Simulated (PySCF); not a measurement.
SeF3, SMILES F[Se+](F)F, charge +1. Geometry optimised at PBE-D3(BJ)/def2-SVP. The spin state was assumed, not searched. The isomer is the one that the SMILES or the coordinates give; other isomers of the formula were not compared.

Computed equilibrium geometry at PBE-D3(BJ)/def2-SVP (PySCF confirms it by a frequency run) as Cartesian coordinates in Å, and its point group:
point group C3v.
```xyz
4

Se     0.0000     0.0000     0.3683
F      1.2843    -0.7415    -0.4638
F     -1.2843    -0.7415    -0.4638
F      0.0000     1.4829    -0.4638
```
Charge +1, spin multiplicity 1.
